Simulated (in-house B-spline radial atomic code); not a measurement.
Response of B IV (B3+) as one setting changes: the radius of a hard wall (bohr). Method: TDHF. A dash marks a strongly mixed or unbound state. A box has no continuum, so excitations may lie above minus the highest level. Computed with a B-spline radial code for spherical atoms: linear response of the closed shell 1s2 with bare exchange (time-dependent Hartree-Fock); non-relativistic, point nucleus, no spin-orbit coupling, no double excitations, S, P, D and F terms only.

| radius of a hard wall (bohr) | lowest 1P (eV) | lowest 3P, Tamm-Dancoff (eV) | minus highest occupied level (eV) | α (bohr³) |
| --- | --- | --- | --- | --- |
| 2.5 | 1s → 2p 208.94 | 1s → 2p 205.20 | 259.65 | 0.01955 |
| 3 | 1s → 2p 206.91 | 1s → 2p 203.59 | 259.65 | 0.01955 |
| 3.5 | ? | ? | ? | ? |
| 4 | 1s → 2p 206.13 | 1s → 2p 203.03 | 259.65 | 0.01955 |
| 4.5 | 1s → 2p 206.09 | 1s → 2p 203.00 | 259.65 | 0.01955 |
| 5.5 | ? | ? | ? | ? |
| 6.5 | 1s → 2p 206.08 | 1s → 2p 202.99 | 259.65 | 0.01955 |
| 8 | 1s → 2p 206.08 | 1s → 2p 202.99 | 259.65 | 0.01955 |
| 10 | 1s → 2p 206.08 | 1s → 2p 202.99 | 259.65 | 0.01955 |
| 15 | 1s → 2p 206.08 | 1s → 2p 202.99 | 259.65 | 0.01955 |

(1) What belongs in the row for 5.5?

(2) What belongs in the row for 3.5?

Results:

(1) lowest 1P (eV): 1s → 2p 206.08; lowest 3P, Tamm-Dancoff (eV): 1s → 2p 202.99; minus highest occupied level (eV): 259.65; α (bohr³): 0.01955.

(2) lowest 1P (eV): 1s → 2p 206.30; lowest 3P, Tamm-Dancoff (eV): 1s → 2p 203.14; minus highest occupied level (eV): 259.65; α (bohr³): 0.01955.
